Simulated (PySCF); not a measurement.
## Working out the ionisation energy of As

As [Ar] 3d10 4s2 4p3 (4S) → As⁺ [Ar] 3d10 4s2 4p2 (3P). Calculation: PySCF 2.14, in Sapporo-DKH3-DZP-2012; scalar relativity by spin-free X2C-1e. Frozen: [Ar] 3d10. Energies in hartree (1 hartree = 27.21139 eV):

```csv
part,As (lower),As⁺ (upper)
UHF,-2258.964841,-2258.618650
CCSD correlation,-0.071398,-0.059041
(T),-0.000952,-0.000718
```

Problem. What does Hartree-Fock give?

Solution. (-2258.618650) − (-2258.964841) = 0.346191 hartree = 9.420 eV.

Problem. What do CCSD and CCSD(T) give?

Solution. The CCSD correlation energies differ by 0.012357 hartree = 0.336 eV and the triples by 0.000234 hartree = 0.006 eV, so CCSD gives 9.756 eV and CCSD(T) 9.762 eV.

Measured between the centres of the two terms (NIST): 10.008 eV, so CCSD(T) (valence) is off by -0.246 eV.

A double-zeta basis recovers only part of the correlation energy.

What remains against the reference includes basis incompleteness, the frozen core and higher excitations.
